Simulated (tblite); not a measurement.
Compound: C4H6NSi (doublet state).
SMILES: `N#C[SiH]1C[CH]C1`

Computed geometry: GFN2-xTB, gas phase. This method treats the open shell by occupation alone, without spin polarisation.

Take the most abundant isotopes and a rigid rotor. 

(1) Give the principal moments of inertia and the rotational constants in MHz.

(2) What kind of rotor is it?

(3) What does the inertial defect say?

(4) Give the other two planar moments, Paa and Pbb, and the rms extents of the mass along the axes.

(5) Give the coordinates in the principal-axis frame, origin at the centre of mass.

Answers

(1) Ia = 83.17, Ib = 269.19, Ic = 280.89 u·Å²; 505379 MHz·u·Å²/I gives A = 6076, B = 1877, C = 1799 MHz.

(2) A near-prolate asymmetric top: κ = (2 × 1877 − 6076 − 1799)/(6076 − 1799) = -0.96.

(3) Not planar: Δ = Ic − Ia − Ib = -71.47 u·Å². For a rigid frame Δ = −2 Σ m c², so Σ m c² = 35.74 u·Å² lies off the ab plane: 9.30 from hydrogen and 26.44 from heavier atoms. The atom farthest from that plane is 2.18 Å away.

(4) Paa = Σ m a² = (Ib + Ic − Ia)/2 = 233.45 and Pbb = Σ m b² = (Ia + Ic − Ib)/2 = 47.44 u·Å². With the mass M = 96.03 u, the rms extents √(P/M) along a, b and c are 1.56, 0.70, 0.61 Å.

(5) The sense of each axis is arbitrary; atoms in the order of the calculation.
```csv
atom,mass (u),a (Å),b (Å),c (Å)
N1,14.003,2.737,0.001,0.585
C2,12.000,1.707,0.000,0.085
Si3,27.977,0.030,-0.002,-0.735
C4,12.000,-1.215,1.188,0.116
C5,12.000,-1.892,0.002,0.715
C6,12.000,-1.216,-1.188,0.120
H7,1.008,0.242,-0.007,-2.181
H8,1.008,-0.838,1.908,0.848
H9,1.008,-1.855,1.759,-0.566
H10,1.008,-2.574,0.004,1.543
H11,1.008,-0.840,-1.905,0.855
H12,1.008,-1.856,-1.760,-0.560
```

For this open shell read J as N, the rotation without spin; fine and hyperfine splittings come on top. Its GFN2-xTB frequencies are all real (lowest 40 cm⁻¹). Zero-point vibration and centrifugal distortion are left out.

The run took 0.29 s of wall time on an Arm Neoverse V2 with one thread, shared host with 96 logical CPUs at a one-minute load of 32. These figures are those of the optimisation.
